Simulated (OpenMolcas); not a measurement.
neutral hafnium: effect of the active space

* Program: OpenMolcas
* Method: SS-CASPT2, IPEA 0.25 Eh, imaginary shift 0.1 Eh
* Basis: ANO-R3
* Scalar Hamiltonian: X2C, finite nucleus
* Spin-orbit coupling: state interaction with AMFI integrals over the reference wave functions, term energies averaged over their components

A. 2 electrons in 5 orbitals (5d); 2S+1 = 3 even, 10 roots; 2S+1 = 1 even, 15 roots; closed shells correlated: 5s 5p 6s; CASPT2 step of the order of 23 core-seconds
B. 4 electrons in 6 orbitals (5d 6s); 2S+1 = 5 even, 10 roots; 2S+1 = 3 even, 19 roots; 2S+1 = 1 even, 14 roots; closed shells correlated: 5s 5p; CASPT2 step roughly 40 core-seconds

Energies in cm⁻¹ above 5d² 6s² ³F₂, the measured ground level; measured values from NIST Handbook of Basic Atomic Spectroscopic Data.

| Level | A | B | Measured |
| --- | --- | --- | --- |
| 5d² 6s² ³F₂ | 0.0 | 0.0 | 0.0 |
| 5d² 6s² ³F₃ | 2820 | 2350 | 2357 |
| 5d² 6s² ³F₄ | 5320 | 4430 | 4568 |
| 5d² 6s² ¹D₂ [58 %] | 6580 | 4990 | 5639 |
| 5d² 6s² ³P₀ | 7710 | 5580 | 5522 |
| 5d² 6s² ³P₁ | 9370 | 6140 | 6573 |
| 5d² 6s² ³P₂ [66 %] | 11660 | 8490 | 8984 |
| 5d² 6s² ¹G₄ | 11890 | 9830 | 10533 |

Deviations, from unrounded energies. A percentage is the sum of absolute deviations over the sum of measured energies, with the sign that they share, or ± where signs differ.

| Against measurement | Levels | A | B |
| --- | --- | --- | --- |
| mean absolute deviation (cm-1) | 7 | 1600 | 360 |
| fine structure of the ground term (%) | 2 | +17.5 | -2.0 |
| other terms of the ground configuration (%) | 5 | +26.7 | ±6.3 |

B lies closest to measurement on these levels. The largest miss of B in the table is 5d² 6s² ¹G₄, by -710 cm-1. The ranking rests on the paired levels alone, and a cruder setting can come out closer through cancelling errors.

The spin-orbit steps hold different terms of 5d² 6s² (B lacks ¹S), which shifts levels as well.

Between A and B the level of the table that moves most is 5d² 6s² ³P₁, by 3200 cm-1 (lowest in B, highest in A). Moves below CASPT2's spread within the term are not significant.

CASPT2 does not keep the components of a term degenerate, so their means are used; among the terms shown or strongly mixed into the levels shown the widest spread is 780 cm-1 (5d² 6s² ¹G, A). Over all roots computed the reference weight is 0.84 to 0.90 in A; the roots of lowest weight are the least certain, and an intruder state may touch them. Some levels mix across a computed gap that differs much from the measured one, so their mixing is not that of the real levels (holds for A). With the s shell closed, the reference lacks s² → p², s² → d² and s → d mixing, so excited terms can stand far too high and out of order, with CASPT2 too (holds for A). Some terms miss by over 15 % even with CASPT2, which points to a basis or an active space too small for the shells correlated (holds for A). Computed and measured levels are paired by configuration, term and J; levels that our copy of the source lacks, or whose pairing is in doubt (as where it misses far off the trend of its configuration), stay unpaired and out of the deviations. Levels of configurations outside the active space are missing. The table leaves out levels that lie high or whose names do not pair safely across all columns.

A share in square brackets marks a mixed level and gives the weight of the term that names it, the lowest over the columns.
